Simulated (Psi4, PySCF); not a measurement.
CH5NSi (SMILES C[Si]N), singlet, at a GFN2-xTB geometry. Base run: PySCF with PBE0/6-31G, TDA.

The PySCF input:
```python
from pyscf import gto, scf, dft, tdscf

mol = gto.M(
    atom='''
Si   -0.451969    0.022007    0.558049
C     0.653792    1.318266   -0.331917
H     0.512568    2.312280    0.089206
H     0.427286    1.382448   -1.396941
H     1.712254    1.074330   -0.233801
N    -0.055898   -1.341886   -0.406056
H     0.586359   -1.336751   -1.187785
H    -0.442362   -2.256792   -0.249469
''',
    basis='6-31g',
    charge=0,
    spin=0,
    verbose=4,
)

mf = dft.RKS(mol)
mf.xc = 'pbe0'
mf.kernel()
td = mf.TDA()
td.nstates = 5
td.kernel()
td.analyze()
```

Programs used: Psi4, PySCF; a row that names a program was run with it.

Variants of this job, named by their change:

```
change                           first excitation (eV)  oscillator strength of the first  second (eV)
-------------------------------  ---------------------  --------------------------------  -----------
base                                              3.84                             0.075         6.27
nstates = 15                                      3.84                             0.075         6.27
states = triplets                                    …                                 -            …
guess vectors = 13 for 5 states                   3.84                             0.075         6.27
response = full linear response                      …                                 …            …
functional = lc_wpbe                              3.82                             0.081         6.75
code = psi4                                       3.84                             0.075         6.27
functional = b3lyp                                3.84                             0.071         6.13
conv_tol = 1e-3                                   3.84                             0.075         6.27
functional = camb3lyp                             3.85                             0.076         6.43
```

Task: Fill in the missing entries.

Result: 
- states = triplets, first excitation (eV): 2.27
- states = triplets, second (eV): 4.56
- response = full linear response, first excitation (eV): 3.69
- response = full linear response, oscillator strength of the first: 0.051
- response = full linear response, second (eV): 6.17

An iterative solver can miss low states, so a row lists the states that it found.
